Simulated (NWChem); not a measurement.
System: BClF₂; SMILES FB(F)Cl

All runs: NWChem. Structure relaxed at the B3LYP/6-31G* (spherical d) level. B3LYP is NWChem's, with the RPA form of VWN correlation. Vertical excitations in the gas phase; the lowest state need not have the same character in each row.

Task: Order these by “lowest excitation, singlet (eV)”, lowest first: BHandHLYP/def2-SVP, full TDDFT; PBE/def2-SVP, full TDDFT; Hartree-Fock/def2-SVP, TDHF; B3LYP/def2-SVP, full TDDFT.

Result: PBE/def2-SVP, full TDDFT (7.15), B3LYP/def2-SVP, full TDDFT (7.67), BHandHLYP/def2-SVP, full TDDFT (8.52), Hartree-Fock/def2-SVP, TDHF (9.98)
